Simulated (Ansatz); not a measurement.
```csv
atom,x (Å),y (Å),z (Å)
C,0.0000,-0.4221,-1.9088
C,0.0000,0.4150,-0.6391
C,0.0000,-0.4150,0.6391
C,0.0000,0.4221,1.9088
H,0.0000,0.2073,-2.8119
H,0.8875,-1.0738,-1.9587
H,-0.8875,-1.0738,-1.9587
H,-0.8798,1.0835,-0.6354
H,0.8798,1.0835,-0.6354
H,0.8798,-1.0835,0.6354
H,-0.8798,-1.0835,0.6354
H,0.0000,-0.2073,2.8119
H,0.8875,1.0738,1.9587
H,-0.8875,1.0738,1.9587
```

Basis set: 6-31G* (spherical functions). Frozen core: 4 orbitals. Charge 0, multiplicity 1.

Computed with Ansatz (development build ahead of 0.2.0); each method stands on the lowest determinant of its kind that the runs found. Restricted open shells among the atoms or ions are ROHF, correlated in semicanonical orbitals with singles.

(1) Give the atomization energy at this shape (free ground-state atoms in the same class of orbitals less the molecule, no zero-point energy) of singlet C4H10 by RHF-MP2, RHF.

## Answers

(1)

```json
{"method": "RHF-MP2", "atomization energy": "52.06 eV"}
{"method": "RHF", "atomization energy": "43.70 eV"}
```
